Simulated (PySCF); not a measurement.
Isomers C₅H₅F₃Si:

A. `InChI=1S/C5H5F3Si/c1-4-2-5(6)3-9(4,7)8/h2-3H,1H3`
B. SMILES C#C[SiH2]/C=C\C(F)(F)F
C. SMILES C=C1[SiH2][C@H]1C(F)=C(F)F

Spectrum 1. 13C{1H} NMR (computed): δ 149.0 (CH), 146.6 (CH), 132.4 (C), 104.8 (CH), 86.3 (C).

Spectrum 2. 13C{1H} NMR (computed): δ 187.0 (C), 152.4 (C), 144.2 (CH), 89.8 (CH), 20.9 (CH3).

Spectrum 3. 13C{1H} NMR (computed): δ 168.2 (C), 143.1 (C), 139.9 (C), 139.5 (CH2), 16.2 (CH).

Method: GIAO PBE0/pcSseg-1 shieldings, GFN2-xTB structure, in PySCF (a single conformation, one averaged value for each set of equivalent atoms, relativity neglected, in vacuum).

Scale: 13C vs TMS (reference shieldings calculated alike). Splittings of carbon signals by F and P are missing where no couplings were computed. Shifts are as computed. Against solution values, carbons near 30 ppm lie about +3 ppm off and those near 130 ppm about +5 ppm. Of 1211 compounds with measured shifts, 218 miss one by over three times the rms of a fit or turn the order of signals round; such compounds aren't used in these exercises.

Match each spectrum to its structure.

Answers

1–B, 2–A, 3–C.

- Spectrum 1 (B): 5 13C signals; δC 149.0 is an alkene CH; δC 146.6 is an alkene CH.
- Spectrum 2 (A): 5 13C signals; δC 152.4 is a fully substituted alkene carbon; δC 144.2 is an alkene CH.
- Spectrum 3 (C): 5 13C signals; δC 143.1 is a fully substituted alkene carbon; δC 139.9 is a fully substituted alkene carbon.
